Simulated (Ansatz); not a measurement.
A nudged elastic band was laid between two geometries of BCl2H3O (7 atoms, charge 0, multiplicity 1).

These are results of RKS B3LYP-D4/def2-SVP in Ansatz 0.2.0, not measurements.

```
movable images  : 9
climbing image  : yes
spring          : 5.0 eV/Å²
optimiser       : quadratic models (default)
start path      : through a guess of the saddle point
force threshold : 0.05 eV/Å
iteration limit : 60
end points      : relaxed
```

Image 0:

```xyz
7
Properties=species:S:1:pos:R:3
B 0.025 0.004 0.196
H 0.352 0.751 1.075
Cl 1.262 -0.201 -1.147
Cl -1.713 0.191 -0.370
O 0.002 -1.521 0.878
H 0.609 -2.054 0.329
H -0.902 -1.857 0.719
```

Image 10:

```xyz
7
Properties=species:S:1:pos:R:3
B 0.517 -0.257 -0.784
H -1.386 -1.012 1.954
Cl 1.555 0.062 -2.167
Cl -0.903 0.778 -0.494
O 0.810 -1.275 0.033
H 0.188 -1.379 0.768
H -1.146 -1.604 2.370
```

Task: What changes between the two ends?

Result: Bonds broken: B1–H2, O5–H7. Bonds formed: H2–H7. BCl2H3O becomes BCl2HO + H2.

Task: Give the energies along the band, and the barrier.

Result: It converged. The highest image is number 4 of 0 to 10, 1.23 eV above the first end and 2.03 eV above the last; the last end lies 0.79 eV below the first. Neighbouring images differ by up to 1.7 eV, so the band resolves the path poorly. A vibrational analysis at the climbing image gives one clearly imaginary mode, 1442i cm⁻¹: a first-order saddle point. The orbitals stay closed-shell, which can raise the energy where a bond breaks towards radicals; this wasn't checked here.

| image | path coordinate (Å) | energy (eV) | B1–H2 (Å) | O5–H7 (Å) | H2–H7 (Å) |
| --- | --- | --- | --- | --- | --- |
| 0 | 0.00 | 0.00 | 1.20 | 0.98 | 2.92 |
| 1 | 0.77 | 0.04 | 1.20 | 0.97 | 2.65 |
| 2 | 1.53 | 0.08 | 1.20 | 0.97 | 2.36 |
| 3 | 2.30 | 0.18 | 1.21 | 0.97 | 1.93 |
| 4 | 3.07 | 1.23 | 1.37 | 1.27 | 1.04 |
| 5 | 3.93 | -0.42 | 2.19 | 2.08 | 0.76 |
| 6 | 4.79 | -0.74 | 2.95 | 2.75 | 0.76 |
| 7 | 5.65 | -0.76 | 3.27 | 3.03 | 0.76 |
| 8 | 6.52 | -0.76 | 3.34 | 3.27 | 0.76 |
| 9 | 7.38 | -0.78 | 3.41 | 3.18 | 0.76 |
| 10 | 8.24 | -0.79 | 3.42 | 3.07 | 0.76 |

Task: What is the geometry of the highest image?

Result: 
```xyz
7
Properties=species:S:1:pos:R:3:forces:R:3
B 0.020 -0.321 -0.040 0.03 0.00 -0.04
H 0.043 0.202 1.228 0.00 0.00 0.03
Cl 1.416 0.350 -0.934 -0.02 -0.01 0.01
Cl -1.641 -0.073 -0.704 0.00 0.00 0.00
O 0.248 -1.760 0.452 -0.04 0.01 0.00
H -0.584 -2.256 0.368 0.02 -0.03 -0.01
H 0.133 -0.829 1.311 0.01 0.03 0.01
```

The run took 6.2 min on 1 thread of AMD EPYC 9B14 (Zen 4) (shared host), peak memory 0.18 GiB.
